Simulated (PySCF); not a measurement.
## Property card for `C[Si](C)(C)N[Si](C)(C)C` (hexamethyldisilazane)

Compound: hexamethyldisilazane, C6H19NSi2.
Structure used (PBE0-D3(BJ)/def2-SVP), in Å, numbered top down from 1:
```
atom  x, y, z in Å
C1     1.9834    1.1108   -1.8265
Si2    1.5598   -0.2282   -0.5721
C3     3.0896   -0.6234    0.4462
C4     0.9759   -1.7612   -1.4919
N5     0.3069    0.2919    0.5299
Si6   -1.4330    0.3264    0.3554
C7    -2.1805   -1.3845    0.5888
C8    -2.1014    1.4879    1.6738
C9    -1.9027    0.9618   -1.3528
H10    2.7879    0.7920   -2.5088
H11    1.1027    1.3676   -2.4363
H12    2.3146    2.0309   -1.3186
H13    2.8826   -1.4220    1.1758
H14    3.9191   -0.9563   -0.1977
H15    3.4388    0.2622    1.0021
H16    1.7515   -2.1126   -2.1910
H17    0.7510   -2.5793   -0.7901
H18    0.0677   -1.5628   -2.0829
H19    0.6486    0.7321    1.3796
H20   -3.2798   -1.3576    0.5156
H21   -1.8096   -2.0848   -0.1760
H22   -1.9129   -1.7957    1.5750
H23   -1.8436    1.1362    2.6860
H24   -1.6932    2.5038    1.5515
H25   -3.1993    1.5564    1.6177
H26   -1.4978    1.9727   -1.5180
H27   -1.5158    0.3102   -2.1522
H28   -2.9976    1.0094   -1.4675
```

PBE0-D3(BJ)/def2-SVP geometry optimisation, gas phase (PySCF):

| Item | Value |
| --- | --- |
| Rotational constants A, B, C | 1.615, 0.664, 0.659 GHz |

KT2/pcSseg-1 ground state and GIAO shieldings, non-relativistic (PySCF):

| Property | Result |
| --- | --- |
| Dipole moment | 0.47 D |
| HOMO energy | -5.52 eV |
| LUMO energy | -0.09 eV |
| HOMO–LUMO gap | 5.43 eV |
| 13C chemical shifts (computed TMS as zero) by class | 2.9 (C1/C3/C4/C7/C8/C9) ppm |
| 1H chemical shifts (computed TMS as zero) by class | 0.09 (H10 and 17 like it), -0.18 (H19) ppm |
| Isotropic shieldings of nuclei other than C and H, by class | 220 (N5), 356 (Si2/Si6) ppm |

Monoisotopic mass (most abundant isotopes): 161.1056 u.

The rotational constants are those of a nearly prolate symmetric top. With B = h/(8π²I), that is 505.379 GHz u Å² over I, the principal moments of inertia are 312.9, 761.6 and 766.3 u Å² (most abundant isotopes). In atomic units the dipole is 0.18 e·bohr (1 au = 2.5417 D).

Geometry: PBE0-D3(BJ)/def2-SVP; no solvent or vibrations. NMR classes are plain means over equivalent atoms (diastereotopic ones count apart unless rotation or inversion swaps them), as if these changed places fast; in this geometry the members of some classes differ.
